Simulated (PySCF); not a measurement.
Bond length, frequency and bond energy of LiZn by level of theory

State: ²Σ⁺ (doublet), unpaired electrons σ ↑. Set-up: basis Li def2-SVPD, Zn def2-SVPD; no relativity; PySCF 2.14. De refers to Li + Zn in their ground configurations, without counterpoise correction. The functionals are run spin-unrestricted. A positive dipole means Li(−)Zn(+). Levels whose curve was spin-contaminated or gave no clean fit are not listed.

```json
{"Level": "ROHF-MP2", "Re (Å)": "3.164", "ωe (cm⁻¹)": "105", "De (eV)": "0.078", "μ (D)": "n/a", "CPU s a point (SCF and correlation, without the integrals)": "0.14"}
{"Level": "ROHF-SCS-MP2", "Re (Å)": "3.252", "ωe (cm⁻¹)": "88.8", "De (eV)": "0.053", "μ (D)": "n/a", "CPU s a point (SCF and correlation, without the integrals)": "n/a"}
{"Level": "ROHF-CCSD", "Re (Å)": "3.173", "ωe (cm⁻¹)": "105", "De (eV)": "0.073", "μ (D)": "n/a", "CPU s a point (SCF and correlation, without the integrals)": "n/a"}
{"Level": "ROHF-CCSD(T)", "Re (Å)": "3.137", "ωe (cm⁻¹)": "111", "De (eV)": "0.083", "μ (D)": "n/a", "CPU s a point (SCF and correlation, without the integrals)": "9.4"}
{"Level": "PBE", "Re (Å)": "2.824", "ωe (cm⁻¹)": "204", "De (eV)": "0.316", "μ (D)": "-0.13", "CPU s a point (SCF and correlation, without the integrals)": "0.54"}
{"Level": "revPBE", "Re (Å)": "2.864", "ωe (cm⁻¹)": "195", "De (eV)": "0.271", "μ (D)": "-0.01", "CPU s a point (SCF and correlation, without the integrals)": "0.38"}
{"Level": "TPSS", "Re (Å)": "2.813", "ωe (cm⁻¹)": "213", "De (eV)": "0.352", "μ (D)": "-0.24", "CPU s a point (SCF and correlation, without the integrals)": "0.81"}
{"Level": "r²SCAN", "Re (Å)": "2.821", "ωe (cm⁻¹)": "212", "De (eV)": "0.360", "μ (D)": "-0.90", "CPU s a point (SCF and correlation, without the integrals)": "0.76"}
{"Level": "B3LYP", "Re (Å)": "2.870", "ωe (cm⁻¹)": "185", "De (eV)": "0.211", "μ (D)": "-0.18", "CPU s a point (SCF and correlation, without the integrals)": "0.61"}
{"Level": "PBE0", "Re (Å)": "2.885", "ωe (cm⁻¹)": "188", "De (eV)": "0.250", "μ (D)": "-0.28", "CPU s a point (SCF and correlation, without the integrals)": "0.91"}
{"Level": "CAM-B3LYP", "Re (Å)": "2.880", "ωe (cm⁻¹)": "177", "De (eV)": "0.174", "μ (D)": "-0.28", "CPU s a point (SCF and correlation, without the integrals)": "0.82"}
```

Problem. Which functional lies closest to ROHF-CCSD(T) in De, which farthest, and by how much do they differ from it?

Solution. Closest is CAM-B3LYP (-25.7 pm in Re, +59.5 % in ωe, +0.09 eV in De against ROHF-CCSD(T) in the same basis), farthest r²SCAN (-31.6 pm in Re, +91.0 % in ωe, +0.28 eV in De). CCSD(T) converges more slowly with the basis than the functionals do and binds too weakly in this one, so the order can change at the basis-set limit.

Problem. What does the step from GGA to meta-GGA do here, going from PBE to r²SCAN?

Solution. r²SCAN less PBE: -0.3 pm in Re, +3.9 % in ωe, +0.04 eV in De. 

Correlated steps freeze 5 core orbitals. The bond is weak. Basis-set superposition, not corrected here, can be much of De in a small basis, most of all at correlated wavefunction levels. Functionals without a dispersion term scatter widely for such bonds, and LDA overbinds them. The state is the lowest determinant that a PBE0 search found; another state may lie lower at other levels.

The whole job (state search and all levels along the bond) took about 2.7 min on 1 thread of Arm Neoverse V2 (shared host), peak memory 0.56 GiB.
